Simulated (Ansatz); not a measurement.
**Reading a saddle point**

A first-order saddle point of CH$_{8}$OSn, closed shell, PBE0-D4/def2-TZVP, with one imaginary mode of 1254i cm⁻¹:

```xyz
11
angstrom
Sn -0.5306 1.1357 0.1331
O -0.1364 -0.4747 1.5753
H -1.5729 1.0650 -1.2235
H -1.4354 1.9060 1.3779
H 0.9162 2.0070 -0.1089
H 0.2666 -0.8326 0.5440
C 0.4104 -0.9601 -0.9040
H 0.5035 -0.3427 2.2842
H 1.1325 -1.7535 -0.6687
H 0.9042 -0.3219 -1.6402
H -0.4583 -1.4283 -1.3691
```

Ansatz 0.2.0; basis: def2-TZVPP and def2-QZVPP; cores frozen in the correlated methods. Filled d shells of the heavier atoms are correlated. Core potentials replace the inner electrons of the atoms past krypton. The def2 sets are not built for correlating such inner shells, so the correlated values are less sure here. Extrapolation: Hartree–Fock as exp(−7.88 √X), correlation as X^−2.97.

Problem. Which contacts change along the imaginary mode, and what lies on either side? (A judgement: the text doesn't fix the answer.)

Solution. Computed: The step is SnH₄O ([OH][SnH3]) + CH₄ → CH₆Sn ([CH3][SnH3]) + H₂O, with the molecules in contact on both sides. Shortening one way: Sn1–C7, O2–H6; lengthening the same way: Sn1–O2, H6–C7.
| pair | one side (Å) | saddle (Å) | other side (Å) |
| --- | --- | --- | --- |
| Sn1–C7 | 3.90 | 2.52 | 2.13 |
| O2–H6 | 2.61 | 1.16 | 0.96 |
| Sn1–O2 | 1.97 | 2.20 | 3.27 |
| H6–C7 | 1.09 | 1.46 | 3.96 |

Problem. Which side is lower, and how far does the saddle lie above each? (Judge from chemistry; the value comes from the calculation.)

Solution. By the calculation: The side with Sn1–O2, H6–C7 short is lower by 0.297 eV; the saddle lies 2.190 eV above it and 1.893 eV above the other (CCSD(T) at an estimated basis limit (MP2 extrapolated from triple and quadruple zeta, plus CCSD(T) − MP2 in triple zeta); electronic energies).

No T1 diagnostic of these runs exceeds 0.014.

Labels in which every atom is bracketed show which atoms are joined, not bond orders.

For scale, one of the runs: CCSD(T)/def2-TZVPP, 224 basis functions, launched by `ansatz run in.yaml --threads 4 --pin off --events-out ev --progress --plain --max-ram 9574MiB`. Time: 2.4 min of wall clock on 4 CPU threads of an Intel Xeon; the host was shared. Peak host memory: 4.1 GiB.
